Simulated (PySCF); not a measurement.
Os(CO)3 (C3O3Os), SMILES [C-](->[Os](<-[C-]#[O+])<-[C-]#[O+])#[O+], multiplicity 1.

The structure is a stationary point at PBE0-D3(BJ)/def2-SVP. The multiplicity is an assumed one; other spin states were not compared. The def2 effective core potentials stand for the cores of Os; spin–orbit coupling is left out.

Method: ωB97X/def2-TZVP in PySCF.

Symmetry labels are those of the subgroup Cs that the program uses (full group Cs).

Task: List the valence orbital energies around the gap with their symmetry. (Estimate from the structure and the level; the computed values follow.)

Result: 
```tsv
orbital	symmetry	energy (eV)
HOMO−7	A'	-15.78
HOMO−6	A'	-15.53
HOMO−5	A"	-15.51
HOMO−4	A"	-14.82
HOMO−3	A"	-10.62
HOMO−2	A'	-9.73
HOMO−1	A"	-9.00
HOMO	A'	-8.68
LUMO	A'	-1.31
LUMO+1	A'	-0.71
LUMO+2	A"	2.00
LUMO+3	A'	2.18
```
